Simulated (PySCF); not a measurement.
A structure optimised at PBE0-D3(BJ)/def2-SVP, used in a PySCF frequency run:

```
C
C 1 1.3703
H 2 1.0892 1 128.22
H 1 1.0909 2 123.35 3 0.00
C 1 1.4242 4 124.22 2 180.00
C 5 1.3703 1 112.43 4 180.00
H 6 1.0892 5 128.22 1 180.00
H 5 1.0909 6 123.35 7 0.00
S 2 1.7168 3 120.21 1 180.00
```
Charge 0, spin multiplicity 1.

Write its SMILES, formula and point group.

c1ccsc1, C₄H₄S, C2v

What are its rotational constants (standard atomic weights)?

8.0393, 5.3989, 3.2298 GHz
